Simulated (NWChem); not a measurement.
C2H6O2Si; SMILES O=C[SiH2]CO

```xyz
11

O     -0.9579     2.0849     0.2351
C      0.2059     1.8425     0.0221
Si     0.8311     0.0126    -0.0425
C     -0.6825    -1.1303    -0.0963
O     -0.3440    -2.4941     0.0387
H      0.9328     2.6903    -0.1313
H      1.7429    -0.1718    -1.2123
H      1.6260    -0.2421     1.2031
H     -1.4298    -0.7888     0.6467
H     -1.1726    -1.0118    -1.0767
H     -0.0174    -2.6361     0.9332
```
Atoms are numbered in this order, from 1.

Program: NWChem. The geometry was optimised at PBE0/def2-SVP. Vzz is the largest principal value of the second derivative of the potential at the nucleus (NWChem prints the opposite sign); η is the asymmetry. Non-relativistic.

Predict the results for Hartree-Fock/def2-SVP. Quantities: Vzz O1 (a.u.); η O1; Vzz O5 (a.u.); η O5.


| Item | Result |
|---|---|
| Vzz O1 (a.u.) | -2.266 |
| η O1 | 0.63 |
| Vzz O5 (a.u.) | -1.989 |
| η O5 | 0.90 |
